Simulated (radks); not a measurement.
Polarisability of the cobalt ion Co7+, [Ar] 3d2, at imaginary frequency. Calculated with a radial shooting solver on a logarithmic mesh with Libxc functionals: scalar-relativistic Kohn-Sham, LB94 model potential, spin-unpolarised, spherical densities, finite nucleus; Fermi nuclear charge, rms radius 3.7875 fm. Response by self-consistent Sternheimer equations with the Hartree and adiabatic LDA kernel, the relativistic mass of each level held fixed and spin-orbit coupling left out.

w (hartree)  alpha1(iw) (bohr^3)
0.00266                   0.5170
0.0143                    0.5170
0.0360                    0.5169
0.0697                    0.5167
0.118                     0.5162
0.186                     0.5151
0.280                     0.5128
0.413                     0.5080
0.605                     0.4982
0.892                     0.4782
1.35                      0.4380
2.12                      0.3625
3.59                      0.2451
6.94                      0.1161
17.5                     0.03010

Static values: alpha1 = 0.5170 bohr^3 (0.07661 angstrom^3; uncoupled 0.7456). C6 = 0.6967, triple-dipole C9 = 0.2588 atomic units. One-pole (London) frequency 4 C6 / (3 alpha1^2) = 3.476 hartree, against 5.669 for minus the highest occupied eigenvalue.
